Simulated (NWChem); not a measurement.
Species: ScClF2; SMILES [F][Sc]([F])[Cl]

Results from NWChem. All runs use the structure optimised with PBE0/def2-SVP.

For level Hartree-Fock/pcseg-1:

```
Quantity    Value
----------  -----
dipole (D)   0.80
```

How do the values read with level Hartree-Fock/pcseg-2 instead?

dipole (D): 0.63
